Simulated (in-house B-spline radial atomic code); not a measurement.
# Binding energies in Cs⁺

NIST's tabulated ground configuration is [Kr] 4d10 5s2 5p6; each binding energy is the energy of the ion with one electron taken from that subshell, relaxed, less that of the parent. All numbers are computed (Dirac-Kohn-Sham PBE, spherical fractional occupations; Fermi nucleus of rms radius 4.8041 fm) with an all-electron radial atomic-structure program (B-spline basis), not measured. Energies include first-order Breit, QED and recoil terms.

```csv
subshell,X-ray name,binding energy (eV),-ε (eV),relaxation (eV)
1s,K,36037.7,35773.7,-379.8
2s,L1,5668.6,5613.9,-68.5
2p1/2,L2,5354.4,5281.8,-85.7
2p3/2,L3,5000.1,4929.6,-79.5
3s,M1,1192.4,1171.3,-23.5
3p1/2,M2,1054.9,1032.5,-24.4
3p3/2,M3,987.2,965.0,-23.4
3d3/2,M4,747,721.2,-26.3
3d5/2,M5,732.7,706.9,-26.0
4s,N1,235.7,225.3,-10.8
4p1/2,N2,185.7,175.5,-10.5
4p3/2,N3,171.8,161.7,-10.2
4d3/2,N4,90.27,80.75,-9.50
4d5/2,N5,87.95,78.47,-9.41
5s,O1,37.49,31.90,-5.64
5p1/2,O2,24.88,19.80,-5.10
5p3/2,O3,23.09,18.16,-4.93
```

Relaxation = -ε minus the binding energy without Breit, QED and recoil terms. With a density functional, K lines can miss by some tenths of a per cent, more in light atoms. For a density functional the relaxation so defined is negative, because -ε of a Kohn-Sham level is smaller than the binding energy.

Emission lines follow as differences of binding energies, with λ = 12398.42 eV·Å / E:

```csv
line,holes,energy (eV),wavelength (Å)
K-L3,1s → 2p3/2,31037.6,0.39946
K-L2,1s → 2p1/2,30683.3,0.40408
K-M3,1s → 3p3/2,35050.5,0.35373
L3-M5,2p3/2 → 3d5/2,4267.4,2.9054
L2-M4,2p1/2 → 3d3/2,4607.4,2.691
L1-M3,2s → 3p3/2,4681.4,2.6484
L3-M1,2p3/2 → 3s,3807.7,3.2561
L2-N4,2p1/2 → 4d3/2,5264.1,2.3553
```

Task: What screening constant σ does Moseley's law, E = (3/4)·13.6057 eV·(Z - σ)², need for K-L3?

Result: σ = -0.15.

Moseley's non-relativistic formula needs a falling, then negative, screening constant for heavy elements, because relativity binds the 1s electron more strongly than the formula allows.

Task: What does it cost to remove two 5p1/2 electrons?

Result: 60.437 eV, which is 10.68 eV more than the two single binding energies together.

Task: What does it cost to remove both a 3d3/2 and a 4d5/2 electron?

Result: 858.72 eV, which is 23.76 eV more than the two single binding energies together.

Task: What does it cost to remove both a 2p1/2 and a 3d5/2 electron?

Result: 6154.9 eV, which is 67.86 eV more than the two single binding energies together.
